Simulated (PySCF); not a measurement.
Species: GaH2(SMe), CH5GaS.
Geometry (PBE0-D3(BJ)/def2-SVP, Å), atoms numbered from 1 in this order:
```
atom  x, y, z in Å
Ga1    0.5317    1.4246   -0.9146
H2     1.8498    0.5864   -1.0262
H3     0.2592    2.8498   -1.4913
S4    -1.1392    0.5075    0.1624
C5    -0.4694   -1.0929    0.7264
H6     0.5294   -1.2885    0.3130
H7    -1.1517   -1.8923    0.4067
H8    -0.4099   -1.0944    1.8235
```

Theory: PBE0-D3(BJ)/def2-SVP geometry optimisation, gas phase in PySCF.

(1) Which atoms are bound to Ga1, and at what distances?

(2) List the angles at Ga1.

(3) What is the shape at Ga1?

(4) What are the other bond lengths?

(5) Give some angles away from the centre.

(6) What are the rotational constants (commonest isotopes, rigid rotor)?

## Answers

(1) 3 atoms: H3 1.561 Å, H2 1.566 Å, S4 2.189 Å. The nearest atom not counted as bound is H6, at 2.98 Å.

(2) 
```
    angle  degrees  distance of the outer atoms (Å)
H2–Ga1–H3    127.5                             2.81
H2–Ga1–S4    117.0                             3.22
H3–Ga1–S4    115.5                             3.19
```

(3) Planar: angles 127.5°, 117.0° and 115.5°, sum 360.0°, 0.00 Å off the plane of its three neighbours.

(4) S4–C5 1.824 Å; C5–H6, C5–H7, C5–H8 1.099 Å.

(5) Ga1–S4–C5 103.9°.

(6) A = 15221, B = 2802, C = 2402 MHz: a near-prolate asymmetric top.

Point group: near Cs, missed by 0.16 Å at most; the miss may be what the optimiser left on a soft mode. Charge 0, singlet. Not checked by PBE0-D3(BJ)/def2-SVP frequencies.

On Arm Neoverse N1, one thread, on a shared host, this took 24 s wall. This is the geometry optimisation.

One conformer stands for the species.
